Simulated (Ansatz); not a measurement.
`NC(F)O[SiH3]` and `NC(F)(F)O[SiH3]` differ in one atom or group.

Ansatz, PBE0-D4/def2-TZVP geometries, multiplicity 1. Each molecule was computed in one conformer, which needn't be the lowest.

| property | `NC(F)O[SiH3]` |
| --- | --- |
| LUMO energy (B3LYP/def2-TZVPP) / eV | 0.10 |
| HOMO–LUMO gap (B3LYP/def2-TZVPP) / eV | 7.93 |
| size of the dipole moment (B3LYP/def2-TZVPP) / D | 0.74 |
| LUMO energy (ωB97M-V/def2-TZVPP) / eV | 1.98 |
| HOMO–LUMO gap (PBE0/def2-TZVPP) / eV | 8.42 |
| HOMO energy (PBE0/def2-TZVPP) / eV | -8.09 |

Q: What does the change do to each property? (Best estimate.)

A: Computed: 
```csv
property,`NC(F)(F)O[SiH3]`,shift
LUMO energy (B3LYP/def2-TZVPP) / eV,-0.08,-0.18
HOMO–LUMO gap (B3LYP/def2-TZVPP) / eV,8.05,0.12
size of the dipole moment (B3LYP/def2-TZVPP) / D,1.27,0.53
LUMO energy (ωB97M-V/def2-TZVPP) / eV,1.80,-0.18
HOMO–LUMO gap (PBE0/def2-TZVPP) / eV,8.55,0.13
HOMO energy (PBE0/def2-TZVPP) / eV,-8.39,-0.30
```

With PBE0 the HOMO falls by 0.30 eV and the LUMO falls by 0.17 eV, so the gap widens by about 0.13 eV. PBE moves the HOMO by -0.23 eV and ωB97M-V by -0.31 eV. Dipoles are sizes alone; their direction can turn.

B3LYP here is the variant with VWN-RPA as its local correlation; programs differ in this.
